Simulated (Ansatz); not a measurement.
The same path of C$_{2}$H$_{6}$O$_{2}$Si (11 atoms, charge 0, multiplicity 1) was run twice with different band settings. Lost on the way: Si2–H7. Made: O1–H7.

These are results of Ansatz 0.2.0, RKS PBE-D4/def2-SVP, not measurements.

Relaxed end points:

```xyz
11
Properties=species:S:1:pos:R:3
O -1.483 1.488 1.149
Si -0.604 0.895 -0.142
C -0.254 -0.959 -0.345
C 1.223 -0.514 -0.173
O 1.091 0.920 0.056
H -1.219 1.152 2.023
H -1.140 1.684 -1.294
H -0.497 -1.413 -1.325
H -0.630 -1.623 0.458
H 1.841 -0.699 -1.078
H 1.737 -0.988 0.693
```

```xyz
11
Properties=species:S:1:pos:R:3
O -1.348 1.242 0.903
Si -0.621 0.732 -1.138
C -0.192 -1.097 -0.591
C 1.112 -0.504 -0.027
O 0.942 0.912 -0.302
H -0.388 1.461 1.049
H -1.794 2.110 0.834
H -0.062 -1.834 -1.409
H -0.872 -1.534 0.169
H 2.030 -0.878 -0.534
H 1.259 -0.668 1.067
```

Common settings: movable images 9; climbing image yes; optimiser quadratic models (default); start path through a guess of the saddle point; force threshold 0.05 eV/Å; iteration limit 60; end points relaxed.

| run | spring |
| --- | --- |
| 1 | 5.0 eV/Å² |
| 2 | 0.1 eV/Å² |

Question: What does each run give, and how far can it be trusted?

Answer: Run 1: converged after 15 iterations, highest image 2.873 eV above the first end. Neighbouring images differ by up to 1.3 eV, so the band resolves the path poorly. A vibrational analysis at the climbing image gives one clearly imaginary mode, 1241i cm⁻¹: a first-order saddle point.
Run 2: converged after 14 iterations, highest image 2.873 eV above the first end. Beside the main top the profile has a ripple of under 15 meV (maxima at images 1, 6), which may be a very shallow well or noise. Neighbouring images differ by up to 1.3 eV, so the band resolves the path poorly. Another band between the same ends (9 images) ends at a top of the same energy, where a vibrational analysis finds 1 clearly imaginary mode.
The orbitals stay closed-shell, which can raise the energy where a bond breaks towards radicals; this wasn't checked here.
